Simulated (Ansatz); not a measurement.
Job for Ansatz (an electronic-structure program): R-CCSD(T)/def2-SVP on H4OSeSi (SMILES [SiH3]O[SeH]), a point of a torsion scan. The run froze 20 orbitals, filled d shells among them.

Ansatz 0.2 input:
```yaml
crystal:
  periodic: [false, false, false]
  atoms:
    - {symbol: Si, position_ang: [0.79391263, -0.21207348, 0.06688467]}
    - {symbol: O, position_ang: [-0.33760382, 0.94110546, -0.18195902]}
    - {symbol: Se, position_ang: [-2.15099725, 0.94185740, 0.04014692]}
    - {symbol: H, position_ang: [0.50907399, -1.40118902, -0.73823659]}
    - {symbol: H, position_ang: [1.93605151, 0.56539274, -0.39413866]}
    - {symbol: H, position_ang: [0.84759402, -0.58403072, 1.48200361]}
    - {symbol: H, position_ang: [-2.32224051, 1.90809429, -1.03643982]}
basis:
  gaussian:
    orbitals: def2-SVP
magnetization: {spin_polarized: false}
correlation: {method: ccsd_t, electrons: outside_noble_gas}
scf: {lower_state_search: off}
```

The log:

```
WARN ansatz: RAYON_NUM_THREADS=2 ignored (pool sized by the plan → 2); use --threads N
Functional definition: HF
these checks for a lower state are left out or cut short: stability, starts, cluster_reference, orbital_swaps, neighbouring_geometries, increment
integrals: 0.07 GiB planned
804 factors; integrals over basis functions are off by at most 1.2e-3 eV
mean field: 0.25 GiB planned
mean field evaluation 1: about -75251.3248 eV, gradient 2.9e1 eV
mean field evaluation 2: about -75251.3449 eV, gradient 2.9e1 eV
mean field evaluation 4: about -75253.2406 eV, gradient 3.0e0 eV
mean field evaluation 8: about -75253.2708 eV, gradient 1.0e-1 eV
mean field -75253.27085671 eV, -2765.5066954849 hartree, gradient 8.4e-6 eV, S^2 0.000000; 0 other end points of the search recorded, 0 dependent functions left out
20 core orbitals not correlated
reference -75253.27085671 eV, -2765.5066954849 hartree; 10, 10 occupied and 54, 54 virtual orbitals, 804 factors
second order -11.06400479 eV of doubles, -0.00000000 eV of singles
coupled cluster: 0.17 GiB planned
cycle   1  -11.65994757 eV  change   -6.0e-1 eV  update   9.1e-2
cycle   2  -12.04904768 eV  change   -3.9e-1 eV  update   2.8e-2
cycle   3  -12.14416284 eV  change   -9.5e-2 eV  update   1.5e-2
cycle   4  -12.13814550 eV  change    6.0e-3 eV  update   3.4e-3
cycle   5  -12.13856859 eV  change   -4.2e-4 eV  update   1.6e-3
cycle   6  -12.13868350 eV  change   -1.1e-4 eV  update   5.7e-4
cycle   7  -12.13847953 eV  change    2.0e-4 eV  update   2.6e-4
cycle   8  -12.13852458 eV  change   -4.5e-5 eV  update   1.1e-4
cycle   9  -12.13855330 eV  change   -2.9e-5 eV  update   4.5e-5
cycle  10  -12.13853138 eV  change    2.2e-5 eV  update   2.1e-5
perturbative correction -0.30040581 eV, -0.0110397099 hartree
Total energy: -75265.70979389 eV, -2765.9638179951 hartree
Checks for a lower state left out: stability, starts, cluster_reference, orbital_swaps, neighbouring_geometries, increment
```

Self-consistency was reached.

Cost: roughly 3 core-seconds.
